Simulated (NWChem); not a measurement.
System: CH$_{5}$FO$_{2}$Si; SMILES O[SiH](O)CF

Here is an NWChem input.

```
start job
memory heap 200 mb stack 900 mb global 1100 mb
geometry units angstroms noautosym nocenter noautoz
  O      1.498049    -0.704286    -0.467430
  Si     0.037058    -0.429458     0.272742
  O     -1.022798    -1.605879    -0.206886
  C     -0.761118     1.178802    -0.294080
  F      0.012687     2.237665     0.154539
  H      2.287784    -0.417032    -0.001595
  H      0.252577    -0.390521     1.751272
  H     -0.715856    -2.516505    -0.175275
  H     -0.830371     1.220096    -1.395656
  H     -1.786248     1.285353     0.103359
end
basis spherical
  * library 6-31g*
end
dft
  xc hfexch
  iterations 150
  mulliken
end
task dft energy
esp
  recalculate
  probe 0.07
  range 0.3
  factor 1.0
  spacing 0.02
end
task esp
```

The geometry was optimised at PBE0/def2-SVP.

Atomic charges in e: unrestrained fits to the electrostatic potential beside Mulliken populations; buried atoms are poorly determined by the fit.

Atoms are numbered as in the input.

Question: What results follow from this input? (Hartree-Fock/6-31G* (spherical d).) Quantities: ESP O1; Mulliken O1; ESP Si2; Mulliken Si2; ESP O3; Mulliken O3; ESP C4; Mulliken C4; ESP F5; Mulliken F5; relative RMS misfit of the potential (%).

Answer: 
- ESP O1: -0.78
- Mulliken O1: -0.90
- ESP Si2: 1.06
- Mulliken Si2: 1.28
- ESP O3: -0.83
- Mulliken O3: -0.90
- ESP C4: 0.10
- Mulliken C4: -0.15
- ESP F5: -0.33
- Mulliken F5: -0.45
- relative RMS misfit of the potential (%): 19
